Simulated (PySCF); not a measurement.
C2H2O, SMILES O1C=C1. Atoms are numbered in the order given.

```xyz
5

C      0.0000    -0.6299    -0.4571
C      0.0000     0.6299    -0.4571
O      0.0000     0.0000     0.8827
H      0.0000    -1.6489    -0.7880
H      0.0000     1.6489    -0.7880
```

Coordinates come from a PBE0-D3(BJ)/def2-TZVP optimisation.

Two levels are set side by side: PBE/pcJ-1 (PySCF) and B3LYP/pcJ-1 (PySCF). One-bond couplings, all four terms, same geometry. Isotopes: 13C, 17O, 1H. Differences are taken from unrounded values.

```
quantity          PBE
--------------  -----
¹J(C1,C2) (Hz)  125.0
¹J(C1,H4) (Hz)  258.7
¹J(C2,H5) (Hz)  258.7
```

Task: These are the PBE values. What does B3LYP give? (An estimate is asked for; the answer gives what the named calculation found.)

Result: 
```csv
quantity,B3LYP,PBE minus B3LYP
"¹J(C1,C2) (Hz)",140.0,-15.0
"¹J(C1,H4) (Hz)",281.9,-23.2
"¹J(C2,H5) (Hz)",281.9,-23.2
```

Rough cost on one machine, each run with all the roots and properties that it gave: B3LYP against PBE within a factor of 2.
